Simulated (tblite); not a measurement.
Compound: C₇H₁₁N.
Atom-mapped SMILES: `[CH3:1]\[CH:2]=[CH:3]/[CH:4]=[CH:5]\[CH:6]=[N:7]/[CH3:8]` (hydrogens: H9, H10, H11 on C1; H12 on C2; H13 on C3; H14 on C4; H15 on C5; H16 on C6; H17, H18, H19 on C8)

The geometry is computed with GFN2-xTB (gas phase).

**Question.** Give the optimised bond lengths and angles.

**Answer.** 
```
                  bond  length (Å)   order
                 C1–C2       1.489  single
                 C2=C3       1.339  double
                 C3–C4       1.437  single
                 C4=C5       1.348  double
                 C5–C6       1.446  single
                 C6=N7       1.269  double
                 N7–C8       1.436  single
 C1–H9, C1–H10, C1–H11       1.089  single
                C2–H12       1.083  single
                C3–H13       1.081  single
                C4–H14       1.083  single
                C5–H15       1.083  single
                C6–H16       1.085  single
C8–H17, C8–H18, C8–H19       1.093  single
```

Bonds in one row agree within 0.01 Å and their mean is given. Orders are formal, as drawn. A selection of angles:
```
   angle  degrees
C1–C2–C3    127.9
C2–C3–C4    125.8
C3–C4–C5    126.6
C4–C5–C6    126.3
C5–C6–N7    128.3
C6–N7–C8    122.1
```

Torsions: C1–C2–C3–C4 0° (synperiplanar); C2–C3–C4–C5 180° (antiperiplanar); C3–C4–C5–C6 0° (synperiplanar); C4–C5–C6–N7 180° (antiperiplanar); C5–C6–N7–C8 0° (synperiplanar).

The 5 C–C bonds span 1.339 Å (C2=C3, drawn double) to 1.489 Å (C1–C2, drawn single), a spread of 0.150 Å. The 8 heavy atoms lie in one plane (0.001 Å rms). The 2 C–N bonds span 1.269 Å (C6=N7, drawn double) to 1.436 Å (N7–C8, drawn single), a spread of 0.167 Å. Of the pairs four or more bonds apart, H11···H14 is among the closest relative to their van der Waals radii: 2.06 Å, 86 % of the sum of Bondi's values.

Point group: Cs (every atom within 0.08 Å of its image). Its GFN2-xTB frequencies are all real (lowest 28 cm⁻¹). One conformer, not necessarily the lowest. 2 starts were optimised and ended at 0.00 and 0.26 kcal/mol (GFN2-xTB); the lowest of these is shown.
